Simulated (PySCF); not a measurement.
BrF₂H₂NSi, SMILES N[Si](F)(F)Br.

The structure is a stationary point at PBE0-D3(BJ)/def2-SVP. This is a generated structure with no PubChem entry under its InChIKey; it may be hypothetical. The values are those of a single conformer.

Two levels are set side by side: TDA-PBE/def2-SVPD (PySCF) and TDA-B3LYP/def2-SVPD (PySCF). Vertical, same geometry. The lowest singlet is HOMO→LUMO 98 % with PBE and HOMO→LUMO 98 % with the other functional; states are paired by order. Differences are taken from unrounded values.

| quantity | TDA-PBE |
|---|---|
| lowest singlet excitation (eV) | 6.12 |
| lowest triplet excitation (TDA) (eV) | 5.75 |
| first bright state (f over 0.05) (eV) | 6.12 |
| its oscillator strength | 0.06 |

Q: These are the TDA-PBE values. What does TDA-B3LYP give? (Estimate from the structure and the level; the computed values follow.)

A: 
```
quantity                               TDA-B3LYP  TDA-PBE minus TDA-B3LYP
-------------------------------------  ---------  -----------------------
lowest singlet excitation (eV)              6.64                    -0.52
lowest triplet excitation (TDA) (eV)        6.20                    -0.45
first bright state (f over 0.05) (eV)       6.64                    -0.52
its oscillator strength                     0.07                    -0.01
```

Functionals without exact exchange tend to place singlet excitations lower, as here. Differences between two approximate levels are no errors against the true value.

Rough cost on one machine, each run with all the roots and properties that it gave: TDA-B3LYP against TDA-PBE about 3 times.
